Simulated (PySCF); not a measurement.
Species: NiI₂ (triplet state).
Cartesian coordinates in Å at the PBE0-D3(BJ)/def2-SVP level; atoms count from 1:
```xyz
3
NiI2 angstrom
Ni    -0.0028   -0.0016    0.0000
I     -0.0141   -0.0188    2.4198
I      0.0169    0.0204   -2.4198
```

The calculation used PySCF 2.14.0, PBE0-D3(BJ)/def2-SVP geometry optimisation, gas phase, def2 core potentials past Kr.

Task: Which atoms are bound to Ni1, and at what distances?

Result: 2 atoms: I3 2.420 Å, I2 2.420 Å.

Task: What is the shape at Ni1?

Result: Linear: angle 179.8°.

Task: What are the rotational constants (commonest isotopes, rigid rotor)?

Result: B = 340.0 MHz (linear).

Point group: D∞h (tolerance 0.08 Å). Charge 0, triplet. ⟨S²⟩ = 2.005 (exact for a triplet: 2.00). Stationary, but not proved a minimum.

Time: 26 s. Hardware: an x86-64 server with one thread, shared host. That covers the optimisation of the geometry.

For an open-shell metal species like this, the optimisation's SCF solution wasn't tested for stability and no frequencies at its level were run, so a lower state or another shape may exist.
